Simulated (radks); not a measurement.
Effect of the nuclear size on neutral tellurium, [Kr] 4d10 5s2 5p4. Method: Dirac Kohn-Sham, LDA (Slater exchange, Perdew-Wang correlation), spin-unpolarised, spherical densities, finite nucleus; open shells fill j = l - 1/2 first; Fermi nuclear charge, rms radius 4.7423 fm; computed with a radial shooting solver on a logarithmic mesh with Libxc functionals. The rms radius is varied about that value; shifts are against it.

| rms radius (fm) | total energy shift (eV) | density at nucleus (e/bohr^3) | 1s1/2 shift (meV) | 2s1/2 shift (meV) | 4p1/2 shift (meV) | 5s1/2 shift (meV) | 5p1/2 shift (meV) | 5p3/2 shift (meV) |
|---|---|---|---|---|---|---|---|---|
| 4.178 | -1.18 | 2.318e+05 | -495 | -57.6 | 0.178 | -0.265 | 0.030 | 0.032 |
| 4.5668 | -0.381 | 2.284e+05 | -160 | -18.6 | 0.057 | -0.085 | 0.010 | 0.010 |
| 4.7423 | 0 | 2.27e+05 | 0.000 | 0.000 | 0.000 | 0.000 | 0.000 | 0.000 |
| 5.1976 | 1.04 | 2.236e+05 | 438 | 50.9 | -0.157 | 0.234 | -0.027 | -0.028 |
| 5.7097 | 2.31 | 2.201e+05 | 969 | 113 | -0.348 | 0.519 | -0.059 | -0.062 |

Slopes of the eigenvalues against <r^2> in GHz/fm^2, as finite differences over the two radii next to the reference (eigenvalue slopes, not the field-shift constants of lines): 1s1/2 23400, 2s1/2 2730, 4p1/2 -8.42, 5s1/2 12.6, 5p1/2 -1.43, 5p3/2 -1.50.
